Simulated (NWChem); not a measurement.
System: TiCl4; SMILES [Ti]([Cl])([Cl])([Cl])[Cl]

Parts of the log:

```
             Northwest Computational Chemistry Package (NWChem) 7.3.0
             --------------------------------------------------------

 C1  symmetry detected

                             Geometry "geometry" -> ""
                             -------------------------

 Output coordinates in angstroms (scale by  1.889725989 to convert to a.u.)

  No.       Tag          Charge          X              Y              Z
 ---- ---------------- ---------- -------------- -------------- --------------
    1 Ti                  22.0000     0.00002418    -0.00002304    -0.00005109
    2 Cl                  17.0000    -0.74532081     0.74819870     1.87827093
    3 Cl                  17.0000     1.94944075     0.83441525    -0.38281555
    4 Cl                  17.0000     0.14292407    -2.14822575     0.08844881
    5 Cl                  17.0000    -1.34707530     0.56564162    -1.58383808

 Effective nuclear repulsion energy (a.u.)     628.1611769801

                                 NWChem DFT Module
                                 -----------------

 Summary of "ao basis" -> "ao basis" (spherical)
 ------------------------------------------------------------------------------
       Tag                 Description            Shells   Functions and Types
 ---------------- ------------------------------  ------  ---------------------
 Ti                         def2-svp                11       31   5s3p2d1f
 Cl                         def2-svp                 8       18   4s3p1d

            General Information
            -------------------
          SCF calculation type: DFT
          Wavefunction type:  closed shell.
          No. of atoms     :     5
          No. of electrons :    90
           Alpha electrons :    45
            Beta electrons :    45
          Charge           :     0
          Spin multiplicity:     1
          Use of symmetry is: off; symmetry adaption is: off
          Maximum number of iterations: 200
          AO basis - number of functions:   103
                     number of shells:    43
          Convergence on energy requested:  1.00D-06
          Convergence on density requested:  1.00D-05
          Convergence on gradient requested:  5.00D-04

              XC Information
              --------------
                         PBE0 Method XC Functional
                     Hartree-Fock (Exact) Exchange  0.250
          PerdewBurkeErnzerhof Exchange Functional  0.750
            Perdew 1991 LDA Correlation Functional  1.000 local
           PerdewBurkeErnz. Correlation Functional  1.000 non-local

             Grid Information
             ----------------
          Grid used for XC integration:  medium
          Radial quadrature: Mura-Knowles
          Angular quadrature: Lebedev.
          Tag              B.-S. Rad. Rad. Pts. Rad. Cut. Ang. Pts.
          ---              ---------- --------- --------- ---------
          Ti                  1.40      112          10.0       590
          Cl                  1.00       88           9.0       590
          Grid pruning is: on
          Number of quadrature shells:   464
          Spatial weights used:  Erf1

      Superposition of Atomic Density Guess
      -------------------------------------

 Sum of atomic energies:       -2685.55262338

      Non-variational initial energy
      ------------------------------

 Total energy =   -2685.993136
 1-e energy   =   -4955.496995
 2-e energy   =    1641.342682
 HOMO         =      -0.447630
 LUMO         =       0.021148

   convergence    iter        energy       DeltaE   RMS-Dens  Diis-err
 ---------------- ----- ----------------- --------- --------- ---------
 d= 0,ls=0.0,diis     1  -2688.5538464226 -3.32D+03  5.35D-02  2.10D+00
 d= 0,ls=0.0,diis     2  -2670.9336524143  1.76D+01  4.08D-02  1.11D+02
 d= 0,ls=0.0,diis     3  -2686.5111672428 -1.56D+01  5.92D-03  2.79D+01
 d= 0,ls=0.0,diis     4  -2687.5021528663 -9.91D-01  6.19D-03  1.63D+01
 d= 0,ls=0.0,diis     5  -2688.0860503862 -5.84D-01  1.16D-02  9.61D+00
 d= 0,ls=0.0,diis     6  -2689.0396730554 -9.54D-01  1.40D-03  2.66D-02
  Resetting Diis
 d= 0,ls=0.0,diis     7  -2689.0431596337 -3.49D-03  3.71D-04  1.99D-03
 d= 0,ls=0.0,diis     8  -2689.0434590558 -2.99D-04  1.35D-04  3.06D-05
 d= 0,ls=0.0,diis     9  -2689.0434087759  5.03D-05  1.07D-04  3.97D-04
 d= 0,ls=0.0,diis    10  -2689.0434638815 -5.51D-05  1.17D-05  1.44D-06
 d= 0,ls=0.0,diis    11  -2689.0434640872 -2.06D-07  4.96D-06  1.30D-07

         Total DFT energy =    -2689.043464087249
      One electron energy =    -4956.245282670396
           Coulomb energy =     1793.302411761284
    Exchange-Corr. energy =     -154.261770158228
 Nuclear repulsion energy =      628.161176980091

 Numeric. integr. density =       90.000000105502

                       DFT Final Molecular Orbital Analysis
                       ------------------------------------

 Vector   43  Occ=2.000000D+00  E=-3.507428D-01
              MO Center= -2.1D-01, -3.8D-01, -4.4D-01, r^2= 5.3D+00
   Bfn.  Coefficient  Atom+Function         Bfn.  Coefficient  Atom+Function
  ----- ------------  ---------------      ----- ------------  ---------------
    97      0.390551  5 Cl py                80     -0.295307  4 Cl pz
    94      0.291540  5 Cl py                78     -0.275019  4 Cl px
    77     -0.220441  4 Cl pz                75     -0.205297  4 Cl px
    61     -0.195910  3 Cl py                91      0.168420  5 Cl py
    43     -0.164453  2 Cl py                58     -0.146244  3 Cl py

 Vector   44  Occ=2.000000D+00  E=-3.507392D-01
              MO Center= -2.3D-01,  4.4D-01, -9.5D-02, r^2= 5.5D+00
   Bfn.  Coefficient  Atom+Function         Bfn.  Coefficient  Atom+Function
  ----- ------------  ---------------      ----- ------------  ---------------
    96     -0.299670  5 Cl px                42      0.282838  2 Cl px
    62     -0.283234  3 Cl pz                98      0.264202  5 Cl pz
    93     -0.223700  5 Cl px                39      0.211135  2 Cl px
    59     -0.211427  3 Cl pz                95      0.197222  5 Cl pz
    44      0.172425  2 Cl pz                80     -0.153467  4 Cl pz

 Vector   45  Occ=2.000000D+00  E=-3.507303D-01
              MO Center=  4.4D-01, -5.6D-02,  5.3D-01, r^2= 5.2D+00
   Bfn.  Coefficient  Atom+Function         Bfn.  Coefficient  Atom+Function
  ----- ------------  ---------------      ----- ------------  ---------------
    43      0.308268  2 Cl py                61     -0.294130  3 Cl py
    78     -0.269464  4 Cl px                62     -0.246979  3 Cl pz
    42      0.243397  2 Cl px                80      0.231587  4 Cl pz
    40      0.230117  2 Cl py                58     -0.219561  3 Cl py
    75     -0.201147  4 Cl px                59     -0.184364  3 Cl pz

 Vector   46  Occ=0.000000D+00  E=-1.384261D-01
              MO Center=  4.5D-05, -1.2D-05, -1.9D-05, r^2= 1.9D+00
   Bfn.  Coefficient  Atom+Function         Bfn.  Coefficient  Atom+Function
  ----- ------------  ---------------      ----- ------------  ---------------
    16      0.548330  1 Ti d -1              18     -0.384442  1 Ti d  1
    15      0.331266  1 Ti d -2              21      0.263245  1 Ti d -1
    23     -0.184562  1 Ti d  1              97      0.180945  5 Cl py
    62     -0.174385  3 Cl pz                80      0.161019  4 Cl pz
    20      0.159039  1 Ti d -2              42     -0.144604  2 Cl px

 Vector   47  Occ=0.000000D+00  E=-1.384256D-01
              MO Center= -3.5D-05,  1.5D-06, -1.9D-05, r^2= 1.9D+00
   Bfn.  Coefficient  Atom+Function         Bfn.  Coefficient  Atom+Function
  ----- ------------  ---------------      ----- ------------  ---------------
    15      0.490377  1 Ti d -2              17      0.397613  1 Ti d  0
    16     -0.302940  1 Ti d -1              19     -0.271274  1 Ti d  2
    20      0.235421  1 Ti d -2              22      0.190883  1 Ti d  0
    78      0.161039  4 Cl px                61     -0.158289  3 Cl py
    21     -0.145435  1 Ti d -1              96     -0.138911  5 Cl px

 Vector   48  Occ=0.000000D+00  E=-1.107557D-01
              MO Center= -2.9D-02,  1.8D-02,  1.5D-03, r^2= 2.3D+00
   Bfn.  Coefficient  Atom+Function         Bfn.  Coefficient  Atom+Function
  ----- ------------  ---------------      ----- ------------  ---------------
    18      0.595245  1 Ti d  1              16      0.372883  1 Ti d -1
    23      0.276721  1 Ti d  1              44      0.262000  2 Cl pz
    98      0.252128  5 Cl pz                14     -0.198496  1 Ti pz
    80      0.174693  4 Cl pz                21      0.173348  1 Ti d -1
    62      0.173239  3 Cl pz                11      0.142790  1 Ti pz

     Multipole analysis of the density
     ---------------------------------

     L   x y z        total         alpha         beta         nuclear
     -   - - -        -----         -----         ----         -------
     0   0 0 0     -0.000000    -45.000000    -45.000000     90.000000

     1   1 0 0      0.000489      0.000245      0.000245     -0.000000
     1   0 1 0     -0.000146     -0.000073     -0.000073      0.000000
     1   0 0 1     -0.000102     -0.000051     -0.000051      0.000000

     2   2 0 0    -49.893346   -212.864372   -212.864372    375.835397
     2   1 1 0      0.000556      0.000278      0.000278      0.000000
     2   1 0 1     -0.000400     -0.000200     -0.000200      0.000000
     2   0 2 0    -49.893425   -212.864803   -212.864803    375.836181
     2   0 1 1     -0.000109     -0.000054     -0.000054     -0.000000
     2   0 0 2    -49.894683   -212.863649   -212.863649    375.832616

            General Information
            -------------------
          SCF calculation type: DFT
          Wavefunction type:  closed shell.
          No. of atoms     :     5
          No. of electrons :    90
           Alpha electrons :    45
            Beta electrons :    45
          Charge           :     0
          Spin multiplicity:     1
          Use of symmetry is: off; symmetry adaption is: off
          Maximum number of iterations: 200
          AO basis - number of functions:   103
                     number of shells:    43
          Convergence on energy requested:  1.00D-06
          Convergence on density requested:  1.00D-05
          Convergence on gradient requested:  5.00D-04

              XC Information
              --------------
                         PBE0 Method XC Functional
                     Hartree-Fock (Exact) Exchange  0.250
          PerdewBurkeErnzerhof Exchange Functional  0.750
            Perdew 1991 LDA Correlation Functional  1.000 local
           PerdewBurkeErnz. Correlation Functional  1.000 non-local

             Grid Information
             ----------------
          Grid used for XC integration:  medium
          Radial quadrature: Mura-Knowles
          Angular quadrature: Lebedev.
          Tag              B.-S. Rad. Rad. Pts. Rad. Cut. Ang. Pts.
          ---              ---------- --------- --------- ---------
          Ti                  1.40      112          10.0       590
          Cl                  1.00       88           9.0       590
          Grid pruning is: on
          Number of quadrature shells:   464
          Spatial weights used:  Erf1

          Convergence Information
          -----------------------
          Convergence aids based upon iterative change in
          total energy or number of iterations.
          Levelshifting, if invoked, occurs when the
          HOMO/LUMO gap drops below (HL_TOL):  1.00D-02
          DIIS, if invoked, will attempt to extrapolate
          using up to (NFOCK): 10 stored Fock matrices.

                    Damping( 0%)  Levelshifting(0.0)       DIIS
                  --------------- ------------------- ---------------
          dE  on:    start             N/A                start
          dE off:    2 iters           N/A              200 iters

                            NWChem DFT Gradient Module
                            --------------------------

  charge          =   0.00
  wavefunction    = closed shell

                         DFT ENERGY GRADIENTS

    atom               coordinates                        gradient
                 x          y          z           x          y          z
   1 Ti      0.000046  -0.000044  -0.000097   -0.000001  -0.000011  -0.000036
   2 Cl     -1.408452   1.413891   3.549417   -0.000007   0.000006   0.000016
   3 Cl      3.683909   1.576816  -0.723416   -0.000002   0.000001   0.000001
   4 Cl      0.270087  -4.059558   0.167144   -0.000002   0.000009   0.000002
   5 Cl     -2.545603   1.068908  -2.993020    0.000011  -0.000004   0.000017
```

Level: PBE0/def2-SVP. The geometry was optimised at PBE0/def2-SVP.

Q: Reconstruct the input file.

A: Several could match; the one computed here: the input that was run:
```
start job
memory heap 200 mb stack 900 mb global 1100 mb
geometry units angstroms noautoz
  Ti    -0.000043     0.000032    -0.000035
  Cl     1.496090    -0.944743     1.229784
  Cl    -1.479674     0.932942     1.258294
  Cl     0.930692     1.493815    -1.243165
  Cl    -0.947062    -1.482047    -1.244877
end
basis spherical
  * library def2-svp
end
dft
  xc pbe0
  iterations 200
  convergence nolevelshifting
end
task dft gradient
```
